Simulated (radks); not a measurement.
Fractional charge and spin in the 5p shell of rhenium: the spin-up occupation runs from 2 to 3 and the spin-down occupation from 2 to 3; the fullest corner is Re3+, [Kr] 4d10 4f14 5s2 5d(up 2, down 2) 5p(up 3, down 3). Method: scalar-relativistic Kohn-Sham, PBE, spin-polarised, spherical densities, finite nucleus; Fermi nuclear charge, rms radius of each element as measured or else 0.836 A^(1/3) + 0.57 fm; computed with a radial shooting solver on a logarithmic mesh with Libxc functionals. Energy (eV) above the fullest corner. The planes named below are the two flat planes that join the four corners, with an edge along up + down = one added electron.

| down \ up | 2 | 2.25 | 2.5 | 2.75 | 3 |
|---|---|---|---|---|---|
| 2 | 185.439 | 158.576 | 132.756 | 107.967 | 84.198 |
| 2.25 | 158.576 | 132.819 | 108.092 | 84.383 | 61.680 |
| 2.5 | 132.756 | 108.092 | 84.444 | 61.801 | 40.150 |
| 2.75 | 107.967 | 84.383 | 61.801 | 40.210 | 19.595 |
| 3 | 84.198 | 61.680 | 40.150 | 19.595 | 0.000 |

Corners above the fullest one (they belong to Re4+ and the next ion): (up 3, down 2) 84.198 eV, (up 2, down 3) 84.198 eV, (up 2, down 2) 185.44 eV. With half an added electron in each spin the energy lies 0.246 eV from the planes, and with half an added electron in spin up alone -2.062 eV. The planes are only a guide here: the flat-plane condition holds for ground states with one frontier orbital, while this shell lies below other occupied shells, so the corners above the fullest one are inner-hole states and not the ground states of those ions.
